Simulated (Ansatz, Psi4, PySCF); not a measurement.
Gas-phase reaction in SMILES: FS(=O)F -> O=S(F)F as triplet, charge 0 (to the triplet)

Wanted: adiabatic triplet-singlet gap, E(triplet) - E(singlet) (0 K, with zero-point energies), in eV. Conventions: no spin-orbit coupling; non-relativistic; 6-311+G** with 5d, 6d on Na to Ar in Ansatz (a quantum-chemistry and plane-wave program); six Cartesian d functions in 6-31G* and its kin unless marked 5d; frozen cores in correlated levels; UHF or UKS for open shells; no dispersion term unless named; LANL2DZ with its own core potentials from Na on. First-principles rows: single points at B3LYP-D3(BJ) geometries (Ansatz), with unscaled harmonic terms from B3LYP/6-31G* at its own minima. A UHF reference is markedly spin-contaminated in at least one set, which strains HF and MP2. Levels can end on unlike triplets.

```
level               program  adiabatic triplet-singlet gap, E(triplet) - E(singlet) (0 K, with zero-point energies) (eV)
------------------  -------  -------------------------------------------------------------------------------------------
HF/6-31G*            Ansatz                                                                                         2.96
PBE/3-21G            Ansatz                                                                                         1.94
PBE/6-31G*           Ansatz                                                                                         2.87
BLYP/6-31G*          Ansatz                                                                                         2.80
B3LYP/LANL2DZ        Ansatz                                                                                         1.44
B3LYP/6-31G          Ansatz                                                                                         1.53
B3LYP/6-31G*         Ansatz                                                                                         3.00
B3LYP/6-31+G*        Ansatz                                                                                         2.91
B3LYP/def2-SVP       Ansatz                                                                                         2.96
B3LYP/cc-pVDZ        Ansatz                                                                                         2.77
B3LYP/6-311+G**      Ansatz                                                                                         2.85
wB97X-D/6-31G*         Psi4                                                                                         3.17
MP2/LANL2DZ          Ansatz                                                                                         2.32
B3PW91/6-31G* (5d)    PySCF                                                                                         3.03
PBE0/def2-TZVPD      Ansatz                                                                                         3.24
wB97X-V/def2-TZVPD   Ansatz                                                                                         3.43
```

No value to compare with is used here. The 14 habitual levels span 1.44 (B3LYP/LANL2DZ) to 3.17 eV (wB97X-D/6-31G*); wB97X-V/def2-TZVPD gives 3.43.

The levels are drawn from those run, B3LYP/6-31G* more often than the rest, none by its result; runs whose electronic state is in doubt are left out.
